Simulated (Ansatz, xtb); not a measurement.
**Isomers of C3H3BrN2O in order of energy**

4 gas-phase structures of C3H3BrN2O, from a drawn sample of its isomers (lower ones may exist). Each was relaxed with GFN2-xTB:

A. `Oc1cn[nH]c1Br`, a singlet
B. `On1nccc1Br`, a singlet
C. `On1cc(Br)cn1`, a singlet
D. `On1ccc(Br)n1`, a singlet

Problem. Which do you expect lowest at r2SCAN-D4/def2-SVP, and how would the others follow?

Solution. Calculated order at r2SCAN-D4/def2-SVP: A (0.0), D (136.3), C (139.4), B (144.9) kJ/mol. Less than 1 kcal/mol parts D and C, so the order within that pair means little.

Energies above the lowest of each column, in kJ/mol; the last columns are at B3LYP/def2-SVP geometries and were run for some of them only (a dash: not run or not comparable):

```
structure  GFN2-xTB  HF/STO-3G  r2SCAN-D4/def2-SVP  B3LYP/def2-SVP  CCSD(T)/def2-SVP + ΔMP2/def2-TZVPP
        A       0.0        0.0                 0.0             0.0                                 0.0
        D      98.7       81.7               136.3           133.4                               136.7
        C     101.0       87.4               139.4               –                                   –
        B     107.8       88.5               144.9               –                                   –
```

Every level run on A puts it lowest or level with the lowest. Some further structures that were screened fall inside this span and aren't listed. Flexible structures stand in one conformer each, not always the lowest. Frequencies (GFN2-xTB) were run for A, D alone. ΔMP2 is the change of the MP2 energy from the smaller to the larger basis.

Over these structures GFN2-xTB departs from r2SCAN-D4/def2-SVP by 14.1 kJ/mol on average once a common shift is removed. A GFN2-xTB relaxation took about 0.075 s and the r2SCAN-D4/def2-SVP energy about 4.5 s on a shared host (Ansatz 0.2.0, xtb 6.7.1).
